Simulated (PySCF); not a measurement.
One molecule, one basis, several functionals.

Compound: CH7FSSi2.
SMILES: `C[SiH2][Si@H](F)S`

Torsions of this conformer, `[CH3:1][SiH2:2][Si@H:3]([F:4])[SH:5]`: C1–Si2–Si3–F4 -53°, H–S5–Si3–Si2 42°.

PySCF, def2-SVPD basis, density fitting, gas phase, PBE0-D3(BJ)/def2-SVP geometry; singlet excitations by full TDDFT with frozen cores, triplets by Tamm–Dancoff TDDFT and ionisation energies by ΔSCF, from the lowest of the holes tried. One functional is left out:

```
functional  exact exchange (%)  HOMO energy (eV)  LUMO energy (eV)  lowest singlet excitation (eV)  lowest triplet excitation (eV)  dipole moment (D)  mean polarisability (au)  vertical ionisation energy (eV)
       LDA                   0             -6.65             -1.35                            5.45                            5.15              2.132                      96.9                             9.44
       PBE                   0             -6.55             -1.16                            5.53                            5.17              2.071                      95.2                             9.32
      PBE0                  25             -7.73             -0.38                            6.12                            5.57              2.162                      91.0                             9.64
 BHandHLYP                  50             -8.77              0.36                            6.37                            5.86              2.211                      87.8                             9.77
```

**Question.** Predict the row of B3LYP (20 % exact exchange) by straight lines through the other rows, and check it.

**Answer.** 
| property | line | computed | computed − line | PBE0 (25 %), for comparison |
| --- | --- | --- | --- | --- |
| HOMO energy (eV) | -7.48 | -7.49 | -0.01 | -7.73 |
| LUMO energy (eV) | -0.59 | -0.59 | 0.00 | -0.38 |
| lowest singlet excitation (eV) | 5.89 | 5.96 | +0.07 | 6.12 |
| lowest triplet excitation (eV) | 5.46 | 5.53 | +0.07 | 5.57 |
| dipole moment (D) | 2.147 | 2.124 | -0.023 | 2.162 |
| mean polarisability (au) | 92.5 | 91.8 | -0.7 | 91.0 |
| vertical ionisation energy (eV) | 9.55 | 9.61 | +0.06 | 9.64 |

**Question.** Which of these properties follows the share of exact exchange most closely, and which least?

**Answer.** Most closely the HOMO energy, least the dipole moment; the correlations over the tabulated rows are HOMO energy -0.999, lowest triplet excitation 0.996, LUMO energy 0.994, mean polarisability -0.979, lowest singlet excitation 0.975, vertical ionisation energy 0.957, dipole moment 0.904. The HOMO energy moves by -0.436 eV for every 10 %. Functionals with the same share still differ in their other parts: at 0 % LDA and PBE differ by 0.10 eV in it.
